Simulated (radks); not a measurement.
The mean radii <r> (bohr) of the occupied orbitals of an atom or ion are listed with their occupations. Calculated with a radial shooting solver on a logarithmic mesh with Libxc functionals: Dirac Kohn-Sham, LDA (Slater exchange, Perdew-Wang correlation), spin-unpolarised, spherical densities, finite nucleus; Fermi nuclear charge, rms radius of each element as measured or else 0.836 A^(1/3) + 0.57 fm.

orbital  occ.      <r>
1s1/2       2  0.05417
2s1/2       2   0.2450
2p1/2       2   0.2130
2p3/2       4   0.2162
3s1/2       2   0.7227
3p1/2       2   0.7415
3p3/2       2   0.7502
3d3/2       4   0.8092
3d5/2       3   0.8123
4s1/2       2    1.966

Name the element and its charge. Open shells, if any, fill j = l - 1/2 first.

Answer. Z = 28, nickel, charge +3: Ni3+ in [Ne] 3s2 3p4 3d7 4s2. The 1s radius gives Z: for a bare nucleus <r> = (2 gamma + 1)/(2Z) with gamma = sqrt(1 - (Z/c)^2), 0.05282 bohr for Z = 28, and screening makes it slightly larger (0.05417 here). The occupations add up to 25, and the charge is Z minus that.
